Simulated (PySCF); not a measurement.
## MoN(OH)3, H3MoNO3: coupling constants with relativity

Geometry:
```csv
atom,x (Å),y (Å),z (Å)
Mo1,0.015,-0.013,-0.058
N2,0.109,0.088,1.561
O3,1.755,0.262,-0.702
H4,2.501,0.428,-0.115
O5,-1.173,1.335,-0.600
H6,-1.605,1.924,0.028
O7,-0.628,-1.733,-0.443
H8,-0.836,-2.376,0.244
```

Calculated values (PySCF 2.14.0): indirect couplings, PBE0/pcJ-1 (dyall-v2z on Mo), gas phase, Gaussian nuclear model, PBE0-D3(BJ)/def2-SVP geometry.

Non-relativistic values:
| coupling | atoms | J (Hz) |
| --- | --- | --- |
| 1J(95Mo,15N) | Mo1 – N2 | 24.4 |
| 1J(95Mo,17O) | Mo1 – O3/O5/O7 | 42.3 |
| 2J(95Mo,1H) | Mo1 – H4/H6/H8 | -0.2 |

Question: What do two-component X2C with spin–orbit coupling give?

Answer: 
| coupling | atoms | with spin–orbit (Hz) |
| --- | --- | --- |
| 1J(95Mo,15N) | Mo1 – N2 | 32.2 |
| 1J(95Mo,17O) | Mo1 – O3/O5/O7 | 46.0 |
| 2J(95Mo,1H) | Mo1 – H4/H6/H8 | -0.6 |

The largest listed coupling, 1J(95Mo,17O), ends at 1.09 times its non-relativistic value. Equivalent partners are averaged, as under fast rotation.
